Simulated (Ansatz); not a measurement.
`Cl[SiH2]C#[C][GeH3]`. Charge 0, multiplicity 1. The geometry is a stationary point of PBE0-D4/def2-TZVP.

```xyz
10

Cl   -3.546    0.203    0.790
Si   -1.712    0.289    1.704
C    -0.405    0.077    0.464
C     0.473   -0.064   -0.361
Ge    1.844   -0.287   -1.665
H    -1.641   -0.800    2.700
H    -1.580    1.612    2.352
H     2.497    1.076   -1.916
H     2.870   -1.284   -1.118
H     1.201   -0.823   -2.948
```

(1) What is the dipole moment at PBE/def2-TZVPP? (Estimate.)

(2) And with r2SCAN, B3LYP, ωB97M-V? (Best estimate.)

(3) Give the Mulliken charges with PBE, r2SCAN, B3LYP in def2-TZVPP. (An estimate is asked.)

## Answers

(1) The calculation gave: 1.76 D, with components (1.74, -0.09, -0.29) D in this frame, pointing from negative to positive charge.

(2) The calculation gave: r2SCAN 1.82 D, B3LYP 1.81 D, ωB97M-V 1.80 D.

(3) Computed: 
```csv
atom,PBE,r2SCAN,B3LYP
Cl1,-0.22,-0.25,-0.24
Si2,0.43,0.57,0.50
C3,-0.29,-0.38,-0.34
C4,0.00,-0.02,0.00
Ge5,0.14,0.18,0.16
H6,-0.05,-0.06,-0.06
H7,-0.05,-0.06,-0.06
H8,0.01,0.01,0.01
H9,0.01,0.01,0.01
H10,0.01,0.01,0.01
```

B3LYP here is the variant with VWN-RPA as its local correlation; programs differ in this.
